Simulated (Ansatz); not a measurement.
Isolated molecules relaxed with PBE0-D4/def2-TZVP in Ansatz; ΔE leaves out vibrations. CBS: MP2 limit from def2 TZ/QZ plus the TZ coupled-cluster correction, frozen cores. DFT in def2-TZVPP. B3LYP here is the variant with VWN-RPA as its local correlation; programs differ in this. def2 core potentials past Kr. For Sb outer-core shells are correlated without core-valence functions, which leaves a few kJ/mol of doubt a bond. Each species was taken in one conformer, which may not be the lowest.

`CC(F)([SiH3])[SiH3]` + `S[CH2][SbH2]` → `[SiH3][CH](S)[SbH2]` + `CC(F)[SiH3]`  (formal exchange of groups at the Si–C bond)

`CC(F)([SiH3])[SiH3]`:

Z-matrix (Å, degrees):
```
C
C 1 1.517
H 1 1.094 2 110.3
H 1 1.094 2 111.0 3 -119.8
H 1 1.094 2 111.0 3 119.8
F 2 1.421 1 107.9 3 180.0
Si 2 1.902 1 111.8 3 63.6
Si 2 1.902 1 111.8 3 -63.7
H 7 1.488 2 108.8 1 -63.7
H 7 1.486 2 109.0 1 55.6
H 7 1.484 2 110.2 1 176.4
H 8 1.484 2 110.2 1 -176.5
H 8 1.488 2 108.8 1 63.6
H 8 1.486 2 109.0 1 -55.8
```

`S[CH2][SbH2]`:

Cartesian coordinates in Å:
```
S 1.676 -0.796 -0.523
C -0.065 -0.377 -0.342
Sb -0.359 0.461 1.648
H 1.630 -1.272 -1.780
H -0.693 -1.265 -0.406
H -0.381 0.358 -1.080
H -1.983 0.874 1.300
H 0.175 2.017 1.184
```

`[SiH3][CH](S)[SbH2]`:

Cartesian coordinates in Å:
```
Si 0.356 1.623 -0.332
C 0.022 -0.217 -0.528
S 1.545 -1.107 -0.164
Sb -1.707 -0.743 0.694
H -0.782 2.378 -0.920
H 1.612 2.007 -1.028
H 0.474 1.957 1.111
H -0.294 -0.406 -1.560
H 1.019 -2.310 0.123
H -1.449 -2.422 0.467
H -0.797 -0.758 2.138
```

`CC(F)[SiH3]`:

Z-matrix (Å, degrees):
```
C
C 1 1.510
H 1 1.092 2 111.2
H 1 1.093 2 110.5 3 120.5
H 1 1.093 2 110.1 3 -120.0
F 2 1.402 1 108.9 3 -63.4
Si 2 1.902 1 114.3 3 57.2
H 2 1.097 1 109.8 3 -179.5
H 7 1.486 2 109.3 1 -57.0
H 7 1.488 2 108.7 1 62.3
H 7 1.484 2 110.1 1 -177.9
```

**Question.** Is it downhill or uphill in electronic energy at CCSD(T)/CBS, and by how much? (An estimate is asked.)

**Answer.** Computed: Downhill: ΔE = -0.23 eV.

**Question.** What do these levels give: r2SCAN-D4, PBE0-D4, B3LYP-D4, PBE, PBE0, B3LYP, SCS-MP2/def2-TZVPP, CCSD/def2-TZVPP, CCSD(T)/def2-TZVPP, SCS-MP2/def2-QZVPP, HF/CBS(def2), CCSD/CBS(def2)? (An estimate is asked.)

**Answer.** Ansatz gave: r2SCAN-D4 -0.19, PBE0-D4 -0.21, B3LYP-D4 -0.18, PBE -0.17, PBE0 -0.20, B3LYP -0.16, SCS-MP2/def2-TZVPP -0.24, CCSD/def2-TZVPP -0.21, CCSD(T)/def2-TZVPP -0.22, SCS-MP2/def2-QZVPP -0.25, HF/CBS(def2) -0.20, CCSD/CBS(def2) -0.22 eV.

Largest T1 diagnostic among the species: 0.013.
